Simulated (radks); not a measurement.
All-electron atom: Co VII in [Ar] 3d3. Calculated with a radial shooting solver on a logarithmic mesh with Libxc functionals: scalar-relativistic Kohn-Sham, PBEsol, spin-polarised, spherical densities, finite nucleus; open shells are filled with parallel spins first; Fermi nuclear charge, rms radius 3.7875 fm.

Normalised radial functions P(r) = r R(r), r in bohr:

```
   r/bohr * 3s up (the largest magnitude, 1.3, reaches the edge; | marks zero)
  0.00186                             |*
 0.002097                             |*
 0.002346                             | *
 0.002645                             | *
 0.002958                             | *
 0.003336                             | *
 0.003731                             | *
 0.004207                             |  *
 0.004705                             |  *
 0.005305                             |  *
 0.005934                             |   *
  0.00669                             |   *
 0.007483                             |   *
 0.008437                             |    *
 0.009513                             |    *
  0.01064                             |     *
    0.012                             |     *
  0.01342                             |      *
  0.01513                             |      *
  0.01692                             |      *
  0.01908                             |       *
  0.02134                             |       *
  0.02406                             |       *
  0.02691                             |       *
  0.03035                             |       *
  0.03394                             |       *
  0.03827                             |       *
  0.04315                             |      *
  0.04826                             |     *
  0.05441                             |    *
  0.06086                             |  *
  0.06862                             |*
  0.07676                            *|
  0.08654                          *  |
   0.0968                       *     |
   0.1091                     *       |
   0.1221                  *          |
   0.1376                *            |
   0.1552               *             |
   0.1736              *              |
   0.1957               *             |
   0.2189                *            |
   0.2468                   *         |
   0.2761                       *     |
   0.3113                             *
   0.3482                             |    *
   0.3925                             |           *
   0.4391                             |                *
    0.495                             |                     *
   0.5537                             |                        *
   0.6243                             |                          *
   0.7039                             |                          *
   0.7873                             |                        *
   0.8877                             |                     *
   0.9929                             |                 *
    1.119                             |             *
    1.252                             |         *
    1.412                             |      *
    1.579                             |   *
     1.78                             | *
    1.991                             |*
    2.245                             |*
    2.511                             *
    2.832                             *
```

3s up: eigenvalue -214.21 eV, 2 radial nodes at r = 0.0732, 0.313 bohr, <r> = 0.740 bohr, 90 % of the charge inside 1.09 bohr.
